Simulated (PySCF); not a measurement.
Geometry (Å), atoms numbered from 1 in this order:
```xyz
12

N    -1.862    2.749    0.097
C    -0.905    2.101   -0.009
C     0.291    1.339   -0.140
C     0.365   -0.008   -0.057
Si   -1.060   -1.225    0.239
C     1.711   -0.606   -0.215
O     1.910   -1.793   -0.153
H     1.201    1.928   -0.320
H    -0.782   -1.991    1.486
H    -1.145   -2.145   -0.929
H    -2.318   -0.442    0.378
H     2.547    0.118   -0.398
```

Geometry: PBE0-D3(BJ)/def2-SVP; GIAO shifts from PySCF 2.14, gas phase, non-relativistic, averaged over equivalent atoms.

At PBE0/cc-pVDZ (127 basis functions, 14 s wall time on 1 thread of an Arm Neoverse V1, shared host):
| atoms | δ (ppm) |
| --- | --- |
| N1 | 328.8 |
| C6 | 190.3 |
| C4 | 157.8 |
| C3 | 132.6 |
| C2 | 111.3 |
| Si5 | -71.8 |
| O7 | 691.4 |
| H12 | 9.43 |
| H8 | 6.22 |
| H9/H10/H11 | 4.29 |

Scale: 15N (σref 273.12) against NH3; TMS for 13C (σref 196.75), 29Si (σref 418.61), 1H (σref 31.29); 17O (σref 343.34) vs H2O (reference shieldings calculated alike).

Problem. What do these become at PBE0/aug-cc-pVDZ?

Solution. 
```tsv
atoms	δ at PBE0/aug-cc-pVDZ	change
N1	324.1	-4.7
C6	193.8	+3.5
C4	158.8	+1.0
C3	130.8	-1.8
C2	113.6	+2.3
Si5	-68.9	+2.9
O7	669.0	-22.4
H12	10.07	+0.64
H8	6.90	+0.68
H9/H10/H11	4.44	+0.15
```

References, each an isolated molecule treated in the same way: 15N (σ = 269.84 ppm) against NH3; 13C (σ = 195.12 ppm), 29Si (σ = 416.72 ppm), 1H (σ = 31.39 ppm) vs TMS; H2O for 17O (σ = 335.91 ppm).

The largest change is at O7 (aldehyde oxygen). Cost: 210 basis functions, 31 s wall time on 1 thread of an Arm Neoverse V1, shared host. The order of the carbon signals is the same at both levels.

Unscaled 17O shifts of doubly bonded oxygen tend to come out too high, by tens of ppm or more. Experimental scales use liquid or dissolved standards, which lie at an offset from isolated NH3 (liquid NH3: subtract about 20 ppm) and H2O (liquid H2O: subtract about 36 ppm). Unscaled 15N shifts of sp2 nitrogen often come out too high even then, by a few to some tens of ppm.
